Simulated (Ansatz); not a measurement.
C$_{2}$H$_{6}$Si (SMILES C[Si]C), singlet, geometry from GFN2-xTB; PBE0/aug-cc-pVDZ in Ansatz (a quantum-chemistry and plane-wave program).

The Ansatz input:
Ansatz 0.2 input:
```yaml
crystal:
  periodic: [false, false, false]
  atoms:
    - {symbol: Si, position_ang: [-0.25781853, 0.11561357, 0.69927516]}
    - {symbol: C, position_ang: [0.74714689, 1.26727629, -0.47256628]}
    - {symbol: H, position_ang: [0.92573921, 2.24312512, -0.02482989]}
    - {symbol: H, position_ang: [0.22513318, 1.43369211, -1.41547096]}
    - {symbol: H, position_ang: [1.72091760, 0.83786826, -0.71036843]}
    - {symbol: C, position_ang: [-0.40578857, -1.42035160, -0.45329187]}
    - {symbol: H, position_ang: [0.57448304, -1.79226401, -0.75330936]}
    - {symbol: H, position_ang: [-0.95623279, -1.18077588, -1.36366825]}
    - {symbol: H, position_ang: [-0.92873070, -2.24178365, 0.03294363]}
basis:
  gaussian:
    orbitals: aug-cc-pVDZ
    occupation: {up: {"A": 9, "B": 7}, down: {"A": 9, "B": 7}}
hamiltonian:
  xc: pbe0
```

What does Ansatz print? Leave out banner, timings and long lists.


```
Functional definition: PBE0
the irreps are read with x along [0.053, 0.988, -0.144], y along [-0.938, 0.000, -0.346] and z along [-0.342, 0.153, 0.927] of the geometry given
1198 factors; their error is unknown
mean field evaluation 1: about -10029.8571 eV, gradient 7.1e1 eV
mean field evaluation 2: about -10042.0090 eV, gradient 6.2e0 eV
mean field evaluation 4: about -10042.2149 eV, gradient 2.2e-1 eV
mean field evaluation 8: about -10042.2152 eV, gradient 2.4e-6 eV
mean field -10042.21518044 eV, -369.0446010234 hartree, gradient 2.4e-6 eV, S^2 0.000000; 0 other end points of the search recorded, 0 dependent functions left out
reference -10042.21524551 eV, -369.0446034146 hartree; 16, 16 occupied and 111, 111 virtual orbitals, 1198 factors
Total energy: -10042.21524551 eV, -369.0446034146 hartree
```
